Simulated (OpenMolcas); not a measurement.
Cu4+ among 5 point charges of -1 e arranged as a trigonal bipyramid (D3h). The axial distance is 0.96 times the equatorial one, R.

- Program: OpenMolcas
- Method: CASSCF
- Basis: ANO-RCC-VDZP [5s4p2d1f]
- Scalar Hamiltonian: DKH2, point nucleus
- Active space: 7 electrons in 5 orbitals (3d)
- State averaging: 2S+1 = 4 even, 10 roots; 2S+1 = 2 even, 40 roots
- Spin-orbit coupling: RASSI with atomic mean-field integrals over the reference wave functions

All point charges move together. At R = 1.88 Å the first state of the same spin is 435.6 cm-1, and at R = 2.2 Å it is 333.2 cm-1.

Task: A third run gives 405.7 cm-1. What distance was it run at?

Result: With a power law R^-n the two known points give n = -ln(333.2 / 435.6) / ln(2.2 / 1.88) = 1.70. Then R = 1.88 × (435.6 / 405.7)^(1/1.70) = 1.960 Å. The run was at 1.97 Å, so the estimate is off by -0.010 Å.

An orbital doublet at a regular site is open to a Jahn-Teller distortion, which this geometry leaves out. Without dynamic correlation the repulsion within the d shell is too large (B by tens of per cent), so at a given field states of lower spin stand too high. Point charges give a weaker field than real ligands, and real ions of this kind are often low spin; the high spin found here belongs to the model. The ground term spreads over less than 5000 cm-1, several times less than with real ligands, so orbital moments are less quenched and χT lies further from the spin-only value than at real sites. This is an electrostatic model: the charges have no orbitals. An unlabelled pair can be two single states that coincide in this model. No measured value stands beside these numbers.
